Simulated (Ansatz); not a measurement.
Coupled-cluster diagnostics for Li₆H₆⁺, Ansatz.

Geometry of the doublet (r2SCAN-D4/def2-TZVP):

```xyz
12

Li   -2.0237   -1.2974    1.4711
Li   -0.0790   -0.3888   -1.3288
Li   -0.3258    0.6738    3.9073
Li    0.0902    0.3819    1.3320
Li    0.3121   -0.6659   -3.9082
Li    2.0220    1.3000   -1.4765
H    -1.1734   -0.3136    2.6826
H     1.1682    0.3183   -2.6871
H     0.9520    0.7156   -0.2211
H     0.7783    1.2797    2.7140
H    -0.7801   -1.2812   -2.7079
H    -0.9409   -0.7224    0.2228
```

Correlated methods freeze no core orbitals; core or outer-core shells of Li are correlated, in sets that lack core-valence functions. The structure comes from a short search, and lower isomers may exist.

Question: Estimate the CCSD(T) correlation energy, the shares of MP2 and (T), T1 and the reference's ⟨S²⟩ for: charge 1, doublet, own geometry in def2-TZVP; and the rough time on 4 threads of Arm Neoverse V2 on a shared host.

Answer: 
| state | basis | correlation (eV) | MP2 share (%) | (T) share (%) | T1 | ⟨S²⟩ (pure) | wall time |
| --- | --- | --- | --- | --- | --- | --- | --- |
| charge 1, doublet, own geometry | def2-TZVP | -10.486 | 81.3 | 1.0 | 0.033 | 0.81 (0.75) | 27 s |
Customary marks for T1 are 0.02 (closed shells), 0.045 (open shells) and about 0.05 (3d metals). T1 exceeds 0.02 in 1 of 1 rows and 0.045 in 0; the higher it lies, the less the single-reference result can be trusted.
